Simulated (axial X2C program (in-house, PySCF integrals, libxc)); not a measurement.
**Bond lengths and stretching modes, held linear, of AsOAs**

Computed with an axial X2C code built on PySCF integrals: two-component X2C with atomic mean-field Coulomb and Gaunt terms, Gaussian nuclei, basis As dyall-v3z, O dyall-av3z with contracted cores. Spin-free rows use the one-electron spin-free X2C Hamiltonian.

Masses As 74.922, O 15.995, As 74.922 u. States: 2c Ω = 2 (beyond evenly filled blocks: 2 × ω = -1/2, 2 × ω = 3/2); spin-free M_S = 2, Λ = 0 (beyond evenly filled blocks: 2 × π+α, 2 × π-α).

MP2, spin-free: energies above the lowest point

```tsv
r(As–O) (Å)	r(O–As) (Å)	E (meV)
1.7238	1.7238	78.84
1.7238	1.7680	38.02
1.7238	1.8122	47.64
1.7680	1.7238	38.02
1.7680	1.7680	0.00
1.7680	1.8122	12.24
1.7680	1.8564	64.31
1.8122	1.7238	47.64
1.8122	1.7680	12.24
1.8122	1.8122	26.97
1.8564	1.7680	64.31
1.8564	1.8564	137.94
```

**Question.** Fit a quadratic surface with cubic terms in each bond: where is the minimum, and what are the two stretching wavenumbers?

**Answer.** At MP2, spin-free: bonds 1.778 and 1.778 Å; harmonic stretches 305.9 and 935.5 cm⁻¹; force constants 3.93, 3.93 and coupling 0.20 mdyn/Å.

The other levels and Hamiltonians give:

| Hamiltonian | level | r(As–O) (Å) | r(O–As) (Å) | lower stretch (cm⁻¹) | upper stretch (cm⁻¹) |
| --- | --- | --- | --- | --- | --- |
| 2c | PBE0 | 1.766 | 1.766 | 310.5 | 941.5 |
| 2c | HF | 1.744 | 1.744 | 327.8 | 983.1 |
| 2c | TPSSh | 1.777 | 1.777 | 304.0 | 924.3 |
| 2c | MP2 | 1.778 | 1.778 | 305.7 | 934.7 |
| spin-free | PBE0 | 1.766 | 1.766 | 310.8 | 942.4 |
| spin-free | HF | 1.743 | 1.743 | 327.9 | 983.8 |
| spin-free | TPSSh | 1.776 | 1.776 | 304.2 | 925.2 |

Each state is one determinant, the lowest of a limited PBE0 search; the stretches come from a fit to these few points and carry an uncertainty of a few per cent. Other orders of the atoms were not compared. MP2 freezes inner shells (threshold -2 hartree). The molecule was held linear; bending was not examined, so a bent shape may lie lower. Open-shell Ω = 0 determinants with evenly filled partner blocks cannot be reached by this program, so the Ω shown need not be the lowest component. Note: several unpaired electrons, one determinant need not be a pure state.
